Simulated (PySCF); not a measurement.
**Charge-transfer reorganisation: `C1(C=O)=CCC(=O)O1`, C$_{5}$H$_{4}$O$_{3}$**

Geometry (Å), atoms numbered from 1 in this order:
```xyz
12

O     2.982   -0.277   -0.646
C     2.192    0.542   -0.261
C     0.749    0.257   -0.118
C     0.080   -0.869   -0.387
C    -1.359   -0.621   -0.070
C    -1.349    0.830    0.403
O    -2.244    1.520    0.765
O    -0.048    1.277    0.350
H     2.493    1.580    0.018
H     0.530   -1.785   -0.766
H    -1.761   -1.268    0.729
H    -2.038   -0.728   -0.934
```

Computed with UKS CAM-B3LYP/def2-SV(P) four-point reorganisation energy, gas phase in PySCF 2.14.0. Geometry: CAM-B3LYP/def2-SV(P).

Question: What is the inner reorganisation energy for hole transfer, with the ionisation energy?

Answer: λ = 0.475 (surface of the oxidised species) + 0.642 (surface of the starting species) = 1.117 eV. The ionisation energy is 9.87 eV vertical and 9.39 eV adiabatic without zero-point energy; at the relaxed geometry of the oxidised species the two energies differ by 8.75 eV. Largest bond changes: C6–O8 1.377 → 1.541 Å, O8–C3 1.377 → 1.278 Å, C3–C4 1.336 → 1.416 Å, C2–C3 1.478 → 1.514 Å, C6–O7 1.186 → 1.155 Å. ⟨S²⟩ of the relaxed oxidised species 0.757.

Question: What is the inner reorganisation energy for electron transfer, with the electron affinity?

Answer: λ = 0.348 (surface of the reduced species) + 0.349 (surface of the starting species) = 0.697 eV. The electron affinity is 0.17 eV vertical and 0.52 eV adiabatic without zero-point energy; at the relaxed geometry of the reduced species the two energies differ by 0.87 eV. Largest bond changes: C2–C3 1.478 → 1.408 Å, O1–C2 1.202 → 1.254 Å, C3–C4 1.336 → 1.388 Å, O8–C3 1.377 → 1.421 Å, C6–O8 1.377 → 1.335 Å. ⟨S²⟩ of the relaxed reduced species 0.768.

The highest occupied orbital of the reduced species is unbound in this basis, so its energies are rough.
